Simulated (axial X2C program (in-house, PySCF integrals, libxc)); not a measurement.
**Outer orbitals of BSe⁻ at 1.829 Å, PBE0**

Calculated with an in-house relativistic program for diatomic molecules. Spin-free means the one-electron spin-free X2C Hamiltonian; two-component (2c) means X2C with spin–orbit coupling and atomic mean-field two-electron Coulomb and Gaunt terms, so the difference of the two also holds small scalar two-electron terms. Basis: Se dyall-acv3z [9s10p7d5f1g], B dyall-av3z [8s7p3d2f] (cores contracted in-house); Gaussian nuclei, density fitting, unrestricted open shells. Masses: Se 79.917 u, B 11.009 u.

The distance is close to the 2c PBE0 minimum; the highest filled and lowest empty levels are listed.

Spin-free orbitals, state M_S = 0, Λ = 0 (closed shell) (Löwdin shares):

```tsv
symmetry	occupied	ε (eV)	atomic character
σα	yes	-13.82	60% Se s, 17% B p, 13% B s
σα	yes	-5.45	55% Se p, 27% B s, 8% Se s
π-α	yes	-1.97	66% Se p, 22% B p, 8% B d
π+α	yes	-1.97	66% Se p, 22% B p, 8% B d
σα	yes	-0.57	43% B p, 30% B s, 14% Se p
σα	no	2.96	84% B p, 8% Se p, 6% B s
π-α	no	3.07	96% B p, 2% Se p
π+α	no	3.07	96% B p, 2% Se p
σα	no	3.37	71% B s, 14% B p, 13% Se p
```

One partner of each degenerate Kramers or spin pair is listed.

Spinors with spin–orbit coupling (state Ω = 0):

| ω | occupied | ε (eV) | atomic character | λ mixture |
| --- | --- | --- | --- | --- |
| 1/2 | yes | -13.82 | 60% Se s, 17% B p, 13% B s | 100% σ |
| 1/2 | yes | -5.46 | 55% Se p, 27% B s, 8% Se s | 100% σ |
| 1/2 | yes | -2.07 | 66% Se p, 21% B p, 8% B d | 100% π |
| 3/2 | yes | -1.88 | 65% Se p, 23% B p, 8% B d | 100% π |
| 1/2 | yes | -0.57 | 43% B p, 29% B s, 14% Se p | 100% σ |
| 1/2 | no | 3.00 | 89% B p, 6% Se p, 3% B s | 100% σ |
| 1/2 | no | 3.06 | 96% B p, 2% Se p | 100% π |
| 3/2 | no | 3.07 | 96% B p, 2% Se p | 100% π |
| 1/2 | no | 3.41 | 72% B s, 16% Se p, 10% B p | 100% σ |

One partner of each degenerate Kramers or spin pair is listed.

How does the gap between the highest filled and lowest empty level change from the spin-free to the 2c table?

From 3.53 to 3.57 eV at PBE0, a change of 0.04 eV.

Mulliken charges and populations of the two-component result (they depend on the basis, above all on diffuse functions):

Se -0.32 e (s 7.79 p 16.49 d 10.03), B -0.68 e (s 3.97 p 1.60 d 0.10 f 0.01).

One determinant describes the state; a PBE0 search over occupations chose it and may have missed a lower one.
